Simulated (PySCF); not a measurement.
C$_{2}$H$_{6}$Cl$_{2}$GeO (SMILES CC[O][GeH]([Cl])[Cl]), singlet, geometry from GFN2-xTB, atoms displaced at random by about 0.08 Å a coordinate; PBE0/STO-3G, gradient by finite differences (PySCF).

PySCF was given this input:
```python
from pyscf import gto, scf, dft

mol = gto.Mole()
mol.atom = '''
    Ge    0.40245856    0.16347277    0.50678408
    Cl    1.87374986   -1.23974259   -0.01536182
    Cl    0.74461209    1.87318294   -0.64078848
    O    -1.17384238   -0.47360745    0.25654069
    C    -1.89601173   -0.88399228   -0.91444217
    C    -3.35260521   -0.76924958   -0.71773444
    H     0.34781846    0.44915096    2.04049769
    H    -1.54154562    0.07674782   -1.50652517
    H    -1.54612760   -1.92579482   -1.14848431
    H    -3.65287369    0.19436348   -0.31901193
    H    -3.82777729   -1.04460717   -1.34929742
    H    -3.55692060   -1.44630422    0.03862379
'''
mol.basis = 'sto-3g'
mol.verbose = 4
mol.build()

mf = dft.RKS(mol)
mf.xc = 'pbe0'
mf.conv_tol = 1e-11
mf.kernel()
scan, done = mf.as_scanner(), []
scan.scf_summary = {}
def energy(d):
    c = mol.atom_coords()
    c[8, 0] += d
    e = scan(mol.set_geom_(c, unit='Bohr', inplace=False))
    done.append(scan.converged)
    return e
h = 1e-4
fd = (energy(h) - energy(-h)) / (2 * h)
print('dE/dx =', fd)
```

### Question
What does PySCF print? Leave out banner, timings and long lists.

### Answer

```
PySCF version 2.14.0

[INPUT] verbose = 4
[INPUT] num. atoms = 12
[INPUT] num. electrons = 92
[INPUT] charge = 0
[INPUT] spin (= nelec alpha-beta = 2S) = 0
[INPUT] symmetry False subgroup None
[INPUT] Mole.unit = angstrom
[INPUT] Symbol           X                Y                Z      unit          X                Y                Z       unit  Magmom
[INPUT]  1 Ge     0.402458560000   0.163472770000   0.506784080000 AA    0.760536454887   0.308918764124   0.957683115490 Bohr   0.0
[INPUT]  2 Cl     1.873749860000  -1.239742590000  -0.015361820000 AA    3.540874061342  -2.342773960059  -0.029029632575 Bohr   0.0
[INPUT]  3 Cl     0.744612090000   1.873182940000  -0.640788480000 AA    1.407112919140   3.539802737808  -1.210914730976 Bohr   0.0
[INPUT]  4 O     -1.173842380000  -0.473607450000   0.256540690000 AA   -2.218240611608  -0.894988371054   0.484791643907 Bohr   0.0
[INPUT]  5 C     -1.896011730000  -0.883992280000  -0.914442170000 AA   -3.582942898663  -1.670503305430  -1.728045258053 Bohr   0.0
[INPUT]  6 C     -3.352605210000  -0.769249580000  -0.717734440000 AA   -6.335505650690  -1.453671027637  -1.356321521768 Bohr   0.0
[INPUT]  7 H      0.347818460000   0.449150960000   2.040497690000 AA    0.657281630468   0.848772302985   3.855981791908 Bohr   0.0
[INPUT]  8 H     -1.541545620000   0.076747820000  -1.506525170000 AA   -2.913099030323   0.145032360457  -2.846919971064 Bohr   0.0
[INPUT]  9 H     -1.546127600000  -1.925794820000  -1.148484310000 AA   -2.921757717631  -3.639224781906  -2.170320804260 Bohr   0.0
[INPUT] 10 H     -3.652873690000   0.194363480000  -0.319011930000 AA   -6.902930841729   0.367293745817  -0.602845178169 Bohr   0.0
[INPUT] 11 H     -3.827777290000  -1.044607170000  -1.349297420000 AA   -7.233450743930  -1.974021459057  -2.549802584382 Bohr   0.0
[INPUT] 12 H     -3.556920600000  -1.446304220000   0.038623790000 AA   -6.721605780824  -2.733118868603   0.072988384993 Bohr   0.0

nuclear repulsion = 692.474561360134
number of shells = 33
number of NR pGTOs = 171
number of NR cGTOs = 57
basis = sto-3g
ecp = {}

******** <class 'pyscf.dft.rks.RKS'> ********
method = RKS
initial guess = minao
damping factor = 0
level_shift factor = 0
DIIS = <class 'pyscf.scf.diis.CDIIS'>
diis_start_cycle = 1
diis_space = 8
diis_damp = 0
SCF conv_tol = 1e-11
SCF conv_tol_grad = None
SCF max_cycles = 50
direct_scf = True
direct_scf_tol = 1e-13
XC library pyscf.dft.libxc version 7.1.2
    S. Lehtola, C. Steigemann, M. J. T. Oliveira, and M. A. L. Marques,  SoftwareX 7, 1–5 (2018)
XC functionals = pbe0
    C. Adamo and V. Barone,  J. Chem. Phys. 110, 6158 (1999)
    M. Ernzerhof and G. E. Scuseria,  J. Chem. Phys. 110, 5029 (1999)
radial grids:
    Treutler-Ahlrichs [JCP 102, 346 (1995); DOI:10.1063/1.469408] (M4) radial grids

becke partition: Becke, JCP 88, 2547 (1988); DOI:10.1063/1.454033
pruning grids: <function nwchem_prune>
grids dens level: 3
symmetrized grids: False
atomic radii adjust function: <function treutler_atomic_radii_adjust>
small_rho_cutoff = 0
Set gradient conv threshold to 3.16228e-06
Initial guess from minao.
tot grids = 159568
init E= -3113.72533409521
  HOMO = -0.470036581598296  LUMO = -0.249590676665835  gap/eV = 5.99864
cycle= 1 E= -3115.72810207749  delta_E=   -2  |g|= 0.574  |ddm|= 4.25
  HOMO = -0.0111451379489319  LUMO = 0.126274956057438  gap/eV = 3.73939
cycle= 2 E= -3115.60998901014  delta_E= 0.118  |g|= 0.905  |ddm|= 2.15
  HOMO = -0.182779862032045  LUMO = 0.122567772606883  gap/eV = 8.30893
cycle= 3 E= -3115.84323909596  delta_E= -0.233  |g|=  0.1  |ddm|= 1.54
  HOMO = -0.176712072876826  LUMO = 0.106716913937631  gap/eV = 7.71250
cycle= 4 E= -3115.84663210856  delta_E= -0.00339  |g|= 0.0305  |ddm|= 0.234
  HOMO = -0.182118771702747  LUMO = 0.106442816082651  gap/eV = 7.85216
cycle= 5 E= -3115.84695266949  delta_E= -0.000321  |g|= 0.00559  |ddm|= 0.0535
  HOMO = -0.182058600004428  LUMO = 0.106451347179038  gap/eV = 7.85076
cycle= 6 E= -3115.84696322512  delta_E= -1.06e-05  |g|= 0.000782  |ddm|= 0.00991
  HOMO = -0.182219539016269  LUMO = 0.106427541482214  gap/eV = 7.85449
cycle= 7 E= -3115.84696348252  delta_E= -2.57e-07  |g|= 0.000175  |ddm|= 0.00169
  HOMO = -0.182185106563186  LUMO = 0.10643674587031  gap/eV = 7.85380
cycle= 8 E= -3115.84696349537  delta_E= -1.28e-08  |g|= 3.42e-05  |ddm|= 0.000372
  HOMO = -0.182177125082443  LUMO = 0.106437511905325  gap/eV = 7.85360
cycle= 9 E= -3115.84696349585  delta_E= -4.85e-10  |g|= 2.95e-06  |ddm|= 7.27e-05
  HOMO = -0.18217727052364  LUMO = 0.106436706993719  gap/eV = 7.85359
cycle= 10 E= -3115.84696349585  delta_E= 1.82e-12  |g|= 1.1e-06  |ddm|= 1.09e-05
  HOMO = -0.182177143805934  LUMO = 0.1064369718374  gap/eV = 7.85359
Extra cycle  E= -3115.84696349585  delta_E= -3.64e-12  |g|= 7.38e-07  |ddm|= 3.59e-06
converged SCF energy = -3115.84696349585
Create scanner for <class 'pyscf.dft.rks.RKS'>

WARN: Mole.unit (angstrom) is changed to Bohr

New geometry
   1 Ge     0.402458560000   0.163472770000   0.506784080000 AA    0.760536454887   0.308918764124   0.957683115490 Bohr
   2 Cl     1.873749860000  -1.239742590000  -0.015361820000 AA    3.540874061342  -2.342773960059  -0.029029632575 Bohr
   3 Cl     0.744612090000   1.873182940000  -0.640788480000 AA    1.407112919140   3.539802737808  -1.210914730976 Bohr
   4 O     -1.173842380000  -0.473607450000   0.256540690000 AA   -2.218240611608  -0.894988371054   0.484791643907 Bohr
   5 C     -1.896011730000  -0.883992280000  -0.914442170000 AA   -3.582942898663  -1.670503305430  -1.728045258053 Bohr
   6 C     -3.352605210000  -0.769249580000  -0.717734440000 AA   -6.335505650690  -1.453671027637  -1.356321521768 Bohr
   7 H      0.347818460000   0.449150960000   2.040497690000 AA    0.657281630468   0.848772302985   3.855981791908 Bohr
   8 H     -1.541545620000   0.076747820000  -1.506525170000 AA   -2.913099030323   0.145032360457  -2.846919971064 Bohr
   9 H     -1.546074682279  -1.925794820000  -1.148484310000 AA   -2.921657717631  -3.639224781906  -2.170320804260 Bohr
  10 H     -3.652873690000   0.194363480000  -0.319011930000 AA   -6.902930841729   0.367293745817  -0.602845178169 Bohr
  11 H     -3.827777290000  -1.044607170000  -1.349297420000 AA   -7.233450743930  -1.974021459057  -2.549802584382 Bohr
  12 H     -3.556920600000  -1.446304220000   0.038623790000 AA   -6.721605780824  -2.733118868603   0.072988384993 Bohr

******** <class 'pyscf.scf.hf.RKS_Scanner'> ********
method = RKS_Scanner
initial guess = minao
damping factor = 0
level_shift factor = 0
DIIS = <class 'pyscf.scf.diis.CDIIS'>
diis_start_cycle = 1
diis_space = 8
diis_damp = 0
SCF conv_tol = 1e-11
SCF conv_tol_grad = None
SCF max_cycles = 50
direct_scf = True
direct_scf_tol = 1e-13
XC library pyscf.dft.libxc version 7.1.2
    S. Lehtola, C. Steigemann, M. J. T. Oliveira, and M. A. L. Marques,  SoftwareX 7, 1–5 (2018)
XC functionals = pbe0
    C. Adamo and V. Barone,  J. Chem. Phys. 110, 6158 (1999)
    M. Ernzerhof and G. E. Scuseria,  J. Chem. Phys. 110, 5029 (1999)
radial grids:
    Treutler-Ahlrichs [JCP 102, 346 (1995); DOI:10.1063/1.469408] (M4) radial grids

becke partition: Becke, JCP 88, 2547 (1988); DOI:10.1063/1.454033
pruning grids: <function nwchem_prune>
grids dens level: 3
symmetrized grids: False
atomic radii adjust function: <function treutler_atomic_radii_adjust>
small_rho_cutoff = 0
Set gradient conv threshold to 3.16228e-06
tot grids = 159568
init E= -3115.84695877683
  HOMO = -0.18217890899859  LUMO = 0.106435385468748  gap/eV = 7.85359
cycle= 1 E= -3115.84696289458  delta_E= -4.12e-06  |g|= 5.76e-06  |ddm|= 3.66e-05
  HOMO = -0.182174974179553  LUMO = 0.106437120042311  gap/eV = 7.85354
cycle= 2 E= -3115.84696289459  delta_E= -1.82e-12  |g|= 4.79e-06  |ddm|= 1.87e-05
  HOMO = -0.182176354849336  LUMO = 0.106437117832972  gap/eV = 7.85357
cycle= 3 E= -3115.84696289461  delta_E= -2.68e-11  |g|= 1.18e-06  |ddm|= 9.79e-06
  HOMO = -0.182176045999891  LUMO = 0.106437112213102  gap/eV = 7.85356
cycle= 4 E= -3115.84696289461  delta_E= 1.36e-12  |g|= 3.37e-07  |ddm|= 2.45e-06
  HOMO = -0.18217617972861  LUMO = 0.106437124973132  gap/eV = 7.85357
Extra cycle  E= -3115.84696289461  delta_E= -9.09e-13  |g|= 4.1e-07  |ddm|= 1.13e-06
converged SCF energy = -3115.84696289461

WARN: Mole.unit (angstrom) is changed to Bohr

New geometry
   1 Ge     0.402458560000   0.163472770000   0.506784080000 AA    0.760536454887   0.308918764124   0.957683115490 Bohr
   2 Cl     1.873749860000  -1.239742590000  -0.015361820000 AA    3.540874061342  -2.342773960059  -0.029029632575 Bohr
   3 Cl     0.744612090000   1.873182940000  -0.640788480000 AA    1.407112919140   3.539802737808  -1.210914730976 Bohr
   4 O     -1.173842380000  -0.473607450000   0.256540690000 AA   -2.218240611608  -0.894988371054   0.484791643907 Bohr
   5 C     -1.896011730000  -0.883992280000  -0.914442170000 AA   -3.582942898663  -1.670503305430  -1.728045258053 Bohr
   6 C     -3.352605210000  -0.769249580000  -0.717734440000 AA   -6.335505650690  -1.453671027637  -1.356321521768 Bohr
   7 H      0.347818460000   0.449150960000   2.040497690000 AA    0.657281630468   0.848772302985   3.855981791908 Bohr
   8 H     -1.541545620000   0.076747820000  -1.506525170000 AA   -2.913099030323   0.145032360457  -2.846919971064 Bohr
   9 H     -1.546180517721  -1.925794820000  -1.148484310000 AA   -2.921857717631  -3.639224781906  -2.170320804260 Bohr
  10 H     -3.652873690000   0.194363480000  -0.319011930000 AA   -6.902930841729   0.367293745817  -0.602845178169 Bohr
  11 H     -3.827777290000  -1.044607170000  -1.349297420000 AA   -7.233450743930  -1.974021459057  -2.549802584382 Bohr
  12 H     -3.556920600000  -1.446304220000   0.038623790000 AA   -6.721605780824  -2.733118868603   0.072988384993 Bohr

******** <class 'pyscf.scf.hf.RKS_Scanner'> ********
method = RKS_Scanner
initial guess = minao
damping factor = 0
level_shift factor = 0
DIIS = <class 'pyscf.scf.diis.CDIIS'>
diis_start_cycle = 1
diis_space = 8
diis_damp = 0
SCF conv_tol = 1e-11
SCF conv_tol_grad = None
SCF max_cycles = 50
direct_scf = True
direct_scf_tol = 1e-13
XC library pyscf.dft.libxc version 7.1.2
    S. Lehtola, C. Steigemann, M. J. T. Oliveira, and M. A. L. Marques,  SoftwareX 7, 1–5 (2018)
XC functionals = pbe0
    C. Adamo and V. Barone,  J. Chem. Phys. 110, 6158 (1999)
    M. Ernzerhof and G. E. Scuseria,  J. Chem. Phys. 110, 5029 (1999)
radial grids:
    Treutler-Ahlrichs [JCP 102, 346 (1995); DOI:10.1063/1.469408] (M4) radial grids

becke partition: Becke, JCP 88, 2547 (1988); DOI:10.1063/1.454033
pruning grids: <function nwchem_prune>
grids dens level: 3
symmetrized grids: False
atomic radii adjust function: <function treutler_atomic_radii_adjust>
small_rho_cutoff = 0
Set gradient conv threshold to 3.16228e-06
tot grids = 159568
init E= -3115.84697233126
  HOMO = -0.182172545254274  LUMO = 0.106440001802815  gap/eV = 7.85355
cycle= 1 E= -3115.84696409603  delta_E= 8.24e-06  |g|= 1.16e-05  |ddm|= 7.28e-05
  HOMO = -0.182180732118311  LUMO = 0.106436740181588  gap/eV = 7.85368
cycle= 2 E= -3115.84696409606  delta_E= -2.73e-11  |g|= 1.03e-05  |ddm|= 3.91e-05
  HOMO = -0.18217776493727  LUMO = 0.106436665841785  gap/eV = 7.85360
cycle= 3 E= -3115.8469640961  delta_E= -4.37e-11  |g|= 2.38e-06  |ddm|= 2.11e-05
  HOMO = -0.182178360815878  LUMO = 0.106436664950863  gap/eV = 7.85361
cycle= 4 E= -3115.8469640961  delta_E= 9.09e-12  |g|= 6.62e-07  |ddm|= 4.8e-06
  HOMO = -0.182178124157179  LUMO = 0.106436648696568  gap/eV = 7.85361
Extra cycle  E= -3115.84696409609  delta_E= 5e-12  |g|= 7.76e-07  |ddm|= 2.08e-06
converged SCF energy = -3115.84696409609
dE/dx = 0.006007385309203528
```
